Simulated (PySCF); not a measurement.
Trend along the chalcogens: MSr molecules

MP2 with triple-zeta basis sets in PySCF, for the lowest determinant that a PBE0 search found; no spin–orbit coupling. De refers to high-spin ground-configuration atoms.

| M | basis | reference, frozen orbitals | state (unpaired electrons) | Re (Å) | ωe (cm⁻¹) | De (eV) |
| --- | --- | --- | --- | --- | --- | --- |
| O | x2c-TZVPPall | RHF, 10 | singlet (closed shell) | 1.921 | 674 | 4.58 |
| S | x2c-TZVPPall | RHF, 14 | singlet (closed shell) | 2.430 | 396 | 3.36 |
| Se | def2-TZVPP | RHF, 9 | singlet (closed shell) | 2.591 | 263 | 2.83 |

The shortest bond is that of SrO (1.921 Å), the longest that of SrSe (2.591 Å). SrO is bound most strongly (4.58 eV) and SrSe least (2.83 eV).

The rows differ in basis set, which adds steps of its own.

Down a group the atoms grow and get heavier, so bonds lengthen and wavenumbers fall; this series shows no clear exception.

Correlated steps freeze the inner cores (9 to 14 orbitals); shallow outer-core shells are correlated. Where the molecule has an RHF reference, its open-shell atoms are computed with UHF.
